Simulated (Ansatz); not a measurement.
Harmonic frequencies (cm⁻¹) at PBE0-D4/def2-TZVP from Ansatz: 24, 83, 114, 122, 254, 522, 588, 735, 756, 1196, 1446, 1447, 3078, 3177, 3189.

Task: Which molecule is it?
A. `[CH3][In]([F])[Br]`
B. `[CH3][InH][SeH]`
C. `[CH3][InH][Cl]`
D. `[SH][In]([SH])[Br]`

Result: A.
